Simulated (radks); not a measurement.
Correlation energies from several functionals, in hartree. Species: Cr [Ar] 3d5 4s1; As22+ [Ne] 3s1. Calculated with a radial shooting solver on a logarithmic mesh with Libxc functionals: non-relativistic Kohn-Sham, LDA (Slater exchange, Perdew-Wang correlation), spin-polarised, spherical densities, point nucleus. Every spin shell is full or empty, so the densities are truly spherical. Functionals are evaluated on that one density, not self-consistently.

[
 {"functional": "PW92", "Cr": "-1.9370", "As22+": "-1.2267"},
 {"functional": "VWN5", "Cr": "-1.9468", "As22+": "-1.2315"},
 {"functional": "Wigner", "Cr": "-1.1090", "As22+": "-0.57028"},
 {"functional": "Chachiyo", "Cr": "-1.9002", "As22+": "-1.2149"},
 {"functional": "PBE", "Cr": "-0.98272", "As22+": "-0.45015"},
 {"functional": "LYP", "Cr": "-1.0085", "As22+": "-0.53532"},
 {"functional": "PW91", "Cr": "-1.0730", "As22+": "-0.53559"},
 {"functional": "OP (B88)", "Cr": "-0.96771", "As22+": "-0.51545"},
 {"functional": "TPSS", "Cr": "-0.98279", "As22+": "-0.45202"},
 {"functional": "revTPSS", "Cr": "-1.0016", "As22+": "-0.45846"},
 {"functional": "SCAN", "Cr": "-0.99240", "As22+": "-0.45458"},
 {"functional": "B95", "Cr": "-1.1535", "As22+": "-0.66009"},
 {"functional": "Tao-Mo", "Cr": "-0.92340", "As22+": "-0.41361"}
]
